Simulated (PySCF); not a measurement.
Two species compared at the same levels of theory.

First species: C3H12OSSi2.
SMILES: `C[SiH2]CS[Si@H](C)O`

Second species: C₃H₁₆Si₄.
SMILES: `CC[SiH2][Si](C)([SiH3])[SiH3]`

Levels: PBE0/pcSseg-1 for dipole moment, HOMO energy, LUMO energy and HOMO–LUMO gap; GFN2-xTB for rotational constant A and rotational constant C. Geometries: GFN2-xTB. All species are isolated and taken at one optimised geometry, non-relativistic unless stated. Electronic properties by PySCF.

Dipoles, sizes and rotational constants follow the conformer. The torsions of the flexible species, by atom-mapped SMILES:
- `[CH3:1][SiH2:2][CH2:3][S:4][Si@H:5]([CH3:6])[OH:7]`: C1–Si2–C3–S4 175°, Si2–C3–S4–Si5 79°, C3–S4–Si5–C6 154°, H–O7–Si5–S4 167°
- `[CH3:1][CH2:2][SiH2:3][Si:4]([CH3:5])([SiH3:6])[SiH3:7]`: C1–C2–Si3–Si4 176°, C2–Si3–Si4–C5 59°

```
             property   column X   column Y
        dipole moment     1.31 D     2.51 D
          HOMO energy   -7.74 eV   -6.44 eV
          LUMO energy   -0.47 eV    0.33 eV
        HOMO–LUMO gap    7.27 eV    6.77 eV
rotational constant A  1.383 GHz  2.990 GHz
rotational constant C  0.531 GHz  0.624 GHz
```

Which column belongs to which species?

Column X is the second species and column Y the first. The first has 19 atoms and 82 electrons, the second 23 and 90.

How does each property change from the first species to the second?

dipole moment -1.20 D; HOMO energy -1.30 eV; LUMO energy -0.80 eV; HOMO–LUMO gap +0.50 eV; rotational constant A -1.607 GHz; rotational constant C -0.093 GHz.

On the first: A dipole of 2.51 D is allowed in C1, and pure rotational transitions are dipole-allowed. The dipole matches unit charges of opposite sign 0.52 Å apart (1 e·Å = 4.8032 D).

On the second: The dipole matches unit charges of opposite sign 0.27 Å apart (1 e·Å = 4.8032 D).
